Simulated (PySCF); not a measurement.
## Correlation energy of N³⁺ (nitrogen, charge +3)

[He] 2s2, closed-shell 1S. Computed with PySCF 2.14 in aug-cc-pVQZ, with the non-relativistic Hamiltonian (point nucleus). Frozen: 1s2; 2 electrons correlated.

With two correlated electrons CCSD is exact within the correlated space (frozen core and kept virtual orbitals).

```csv
level,correlation energy (mhartree)
CCSD,-87.65
```

Diagnostics: T1 = 0.0071, D1 = 0.0100, largest double amplitude 0.154.

A double-excitation amplitude exceeds 0.15, a sign of near-degeneracy.

Cost of the coupled-cluster step: about 4 core-seconds, for 2 correlated electrons.

Iterations:

```
CC2 = 0
CCSD nocc = 1, nmo = 79
frozen orbitals [0]
max_cycle = 100
direct = 0
conv_tol = 1e-08
conv_tol_normt = 1e-06
diis_space = 8
diis_start_cycle = 0
Init t2, MP2 energy = -51.134634284497  E_corr(MP2) -0.0527620231834025
Init E_corr(CCSD) = -0.0527620231834433
cycle = 1  E_corr(CCSD) = -0.0697924043207832  dE = -0.0170303811  norm(t1,t2) = 0.0630751
cycle = 2  E_corr(CCSD) = -0.0784679069075203  dE = -0.00867550259  norm(t1,t2) = 0.0332415
cycle = 3  E_corr(CCSD) = -0.0877817725021354  dE = -0.00931386559  norm(t1,t2) = 0.0173377
cycle = 4  E_corr(CCSD) = -0.0876105129940233  dE = 0.000171259508  norm(t1,t2) = 0.00023848
cycle = 5  E_corr(CCSD) = -0.0876610245062457  dE = -5.05115122e-05  norm(t1,t2) = 7.481e-05
cycle = 6  E_corr(CCSD) = -0.0876507688973154  dE = 1.02556089e-05  norm(t1,t2) = 2.12909e-05
cycle = 7  E_corr(CCSD) = -0.0876492102041174  dE = 1.5586932e-06  norm(t1,t2) = 2.71346e-06
cycle = 8  E_corr(CCSD) = -0.0876492478702817  dE = -3.76661642e-08  norm(t1,t2) = 1.68462e-07
cycle = 9  E_corr(CCSD) = -0.0876492624736339  dE = -1.46033522e-08  norm(t1,t2) = 9.57874e-08
cycle = 10  E_corr(CCSD) = -0.087649298393207  dE = -3.59195731e-08  norm(t1,t2) = 6.78444e-08
cycle = 11  E_corr(CCSD) = -0.087649298030763  dE = 3.62443936e-10  norm(t1,t2) = 1.20667e-09
CCSD converged
E(CCSD) = -51.16952155934431  E_corr = -0.08764929803076305
```
